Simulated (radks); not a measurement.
Results of a calculation; reference values are marked as such.
Ce2+, 56 electrons, occupied as [Xe] 4f1.5 5d0.5 (fractional occupations, a model configuration).

Code: a radial shooting solver on a logarithmic mesh with Libxc functionals. Model: Dirac Kohn-Sham, BLYP, spin-unpolarised, spherical densities, point nucleus; open shells fill j = l - 1/2 first.

Energy parts (Ry):
| part | energy |
|---|---|
| total | -17730.7113 |
| kinetic | 19024.8582 |
| electron-nucleus | -43148.9005 |
| Hartree | 6814.7117 |
| exchange-correlation | -421.3808 |

Orbitals (lengths in bohr, moments of r in powers of bohr; r(90%) holds 90 % of the orbital's charge):
| orbital | occ. | eigenvalue (Ry) | <r> | r(90%) | small-component weight |
|---|---|---|---|---|---|
| 1s1/2 | 2 | -2958.373 | 0.02457 | 0.0443 | 4.61e-02 |
| 2s1/2 | 2 | -474.0301 | 0.1047 | 0.163 | 1.00e-02 |
| 2p1/2 | 2 | -447.6085 | 0.08793 | 0.145 | 1.00e-02 |
| 2p3/2 | 4 | -414.7677 | 0.09414 | 0.153 | 9.44e-03 |
| 3s1/2 | 2 | -102.5313 | 0.2783 | 0.409 | 3.07e-03 |
| 3p1/2 | 2 | -91.34363 | 0.2681 | 0.403 | 3.01e-03 |
| 3p3/2 | 4 | -84.89060 | 0.2802 | 0.420 | 2.84e-03 |
| 3d3/2 | 4 | -65.32807 | 0.2513 | 0.394 | 2.72e-03 |
| 3d5/2 | 6 | -63.94184 | 0.2551 | 0.399 | 2.67e-03 |
| 4s1/2 | 2 | -21.25213 | 0.6380 | 0.917 | 9.44e-04 |
| 4p1/2 | 2 | -17.10215 | 0.6571 | 0.957 | 8.77e-04 |
| 4p3/2 | 4 | -15.71924 | 0.6846 | 0.996 | 8.22e-04 |
| 4d3/2 | 4 | -8.91250 | 0.7416 | 1.12 | 6.76e-04 |
| 4d5/2 | 6 | -8.67131 | 0.7515 | 1.13 | 6.62e-04 |
| 5s1/2 | 2 | -3.77651 | 1.529 | 2.20 | 2.06e-04 |
| 5p1/2 | 2 | -2.65783 | 1.718 | 2.51 | 1.64e-04 |
| 5p3/2 | 4 | -2.46022 | 1.799 | 2.63 | 1.50e-04 |
| 4f5/2 | 1.5 | -1.12792 | 1.145 | 2.01 | 3.25e-04 |
| 4f7/2 | 0 | -1.10502 | 1.159 | 2.03 | 3.20e-04 |
| 5d3/2 | 0.5 | -1.04134 | 2.626 | 4.00 | 7.00e-05 |
| 5d5/2 | 0 | -1.02415 | 2.665 | 4.05 | 6.79e-05 |

The highest occupied level is 5d3/2 at -14.168 eV. The configuration is held as typed, so some empty levels lie below it. The density falls to 0.001 e/bohr^3 at r = 3.81 bohr.
